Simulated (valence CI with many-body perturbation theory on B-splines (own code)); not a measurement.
The numbers below are computed, except where a source is named.
**Hyperfine factors and g values of Ho XXXIV**

Method: configuration interaction combined with many-body perturbation theory (CI+MBPT): six valence electrons over a frozen Dirac-Fock core [Ar] 3d10, a basis of 9 s, 9 p, 8 d, 6 f, 3 g, 1 h functions for each j, with the one-electron correlation potential Σ1, the two-electron term Σ2, the three-electron term Σ3, Breit, model QED; selected CI, second order for the rest, scaled by the run's own slope (own B-spline code, finite nucleus).

The last digits are not significant, and no measured levels were compared; by estimate large intervals hold to a few tenths of a per cent, small ones and those within an open d or f shell to about a per cent. Among the levels kept, up to 640 cm⁻¹ of a level comes from second order outside the variational space, and about a tenth of that is noise between levels of different J, which matters for small intervals.

A/g_I is the dipole constant over the nuclear g factor μ/I (μ in nuclear magnetons, uniformly magnetised nucleus), B/Q the quadrupole constant per barn. Both hold the static response of the core; the bare values leave it out. Large factors of s and p1/2 electrons are usually good to 5 to 10 %; those of open d and f shells near neutrality can be off by tens of per cent, and small factors of p3/2, d and f electrons come from cancelling terms and can be off by a factor of two or in sign, in half-filled shells by more. B is blank for J = 1/2, where it vanishes, and for nearly pure S terms. Energies count from the lowest level. Levels with J = 0 are left out.

Levels are named by their leading jj configuration (3d3/2^4 stands for four electrons in 3d with j = 3/2), which in mixed levels can hold well under half, so a name can repeat and another be missing. Letters in brackets count levels of one name in rising energy.

| Level | E (cm⁻¹) | g | A/g_I (MHz) | A/g_I bare | B/Q (MHz/b) | B/Q bare |
| --- | --- | --- | --- | --- | --- | --- |
| (4s^2 4p1/2^2 4p3/2^2) J=2 | 0 | 1.353 | 36100 | 34500 | 11200 | 10800 |
| (4s^2 4p1/2 4p3/2^3) J=1 | 427110 | 1.498 | -24200 | -23700 | -35800 | -34400 |
| (4s^2 4p1/2 4p3/2^3) J=2 | 458790 | 1.141 | 98200 | 94600 | -82900 | -79900 |
| (4s^2 4p1/2^2 4p3/2 4d3/2) J=2 | 1028200 | 1.199 | 69200 | 66900 | -9430 | -9080 |
| (4s^2 4p1/2^2 4p3/2 4d3/2) J=1 | 1039400 | 1.175 | -2580 | -2350 | -23800 | -23000 |
| (4s^2 4p1/2^2 4p3/2 4d3/2) J=3 | 1059900 | 1.152 | 25000 | 24300 | 59900 | 57900 |
| (4s 4p1/2^2 4p3/2^3) J=2 | 1066500 | 1.283 | 136000 | 131000 | -56100 | -54000 |
| (4s^2 4p1/2^2 4p3/2 4d5/2) J=4 | 1140300 | 1.281 | 16800 | 16400 | 66700 | 64400 |
| (4s 4p1/2^2 4p3/2^3) J=1 | 1185600 | 1.311 | -96100 | -92400 | -18200 | -17500 |
| (4s^2 4p1/2^2 4p3/2 4d5/2) J=2 | 1204600 | 1.326 | 64900 | 62900 | -49500 | -47700 |
| (4s^2 4p1/2^2 4p3/2 4d5/2) J=3 | 1228000 | 1.153 | 16400 | 16000 | 17100 | 16600 |
| (4s^2 4p1/2^2 4p3/2 4d5/2) J=1 | 1274800 | 0.908 | -29000 | -27300 | 7120 | 6930 |
| (4s^2 4p1/2 4p3/2^2 4d3/2) J=1 [a] | 1430900 | 1.005 | 87300 | 84300 | -12600 | -12200 |
| (4s^2 4p1/2 4p3/2^2 4d3/2) J=2 [a] | 1435900 | 1.029 | 56300 | 54400 | -42900 | -41400 |
| (4s^2 4p1/2 4p3/2^2 4d3/2) J=3 [a] | 1459700 | 1.107 | 56300 | 54500 | -11800 | -11300 |
| (4s^2 4p1/2 4p3/2^2 4d3/2) J=4 | 1491600 | 1.070 | 59400 | 57500 | 9960 | 9790 |
| (4s^2 4p1/2 4p3/2^2 4d5/2) J=1 [a] | 1518400 | 1.010 | 288000 | 278000 | -8980 | -8630 |
| (4s^2 4p1/2 4p3/2^2 4d5/2) J=3 [a] | 1526300 | 1.335 | -11800 | -11200 | 15700 | 15200 |
| (4s^2 4p1/2 4p3/2^2 4d3/2) J=2 [b] | 1527400 | 0.853 | 75100 | 72900 | 37800 | 36600 |
| (4s^2 4p1/2 4p3/2^2 4d5/2) J=4 [a] | 1533400 | 1.286 | -2430 | -2180 | 37800 | 36600 |
| (4s^2 4p1/2 4p3/2^2 4d5/2) J=4 [b] | 1571000 | 1.174 | 49600 | 47900 | -3350 | -3110 |
| (4s^2 4p1/2 4p3/2^2 4d5/2) J=5 | 1583000 | 1.197 | 46200 | 44700 | 15000 | 14600 |
| (4s^2 4p1/2 4p3/2^2 4d3/2) J=1 [b] | 1589900 | 1.458 | 70000 | 67300 | 11500 | 11100 |
| (4s^2 4p1/2 4p3/2^2 4d3/2) J=2 [c] | 1594600 | 1.298 | 44700 | 43200 | 7620 | 7230 |
| (4s^2 4p1/2 4p3/2^2 4d3/2) J=3 [b] | 1601600 | 1.183 | 10800 | 10500 | 5710 | 5630 |
| (4s^2 4p1/2 4p3/2^2 4d5/2) J=2 [a] | 1636500 | 1.263 | -32900 | -31300 | 61300 | 59100 |
| (4s^2 4p1/2 4p3/2^2 4d3/2) J=1 [c] | 1646300 | 1.068 | -31800 | -30300 | -15700 | -15000 |
| (4s^2 4p1/2 4p3/2^2 4d5/2) J=3 [b] | 1659700 | 1.130 | 53500 | 52000 | 67800 | 65400 |
| (4s^2 4p1/2 4p3/2^2 4d5/2) J=2 [b] | 1682300 | 1.063 | 53900 | 52400 | 9900 | 9590 |
| (4s^2 4p1/2 4p3/2^2 4d3/2) J=1 [d] | 1692700 | 1.042 | 72500 | 70400 | 13300 | 12900 |
| (4s^2 4p1/2 4p3/2^2 4d5/2) J=3 [c] | 1711000 | 1.053 | 57300 | 55400 | -43700 | -42000 |
| (4s^2 4p1/2 4p3/2^2 4d5/2) J=1 [b] | 1733900 | 1.344 | 182000 | 175000 | -13400 | -12900 |
| (4s^2 4p1/2 4p3/2^2 4d5/2) J=2 [c] | 1741500 | 1.202 | 1610 | 1680 | -54600 | -52500 |
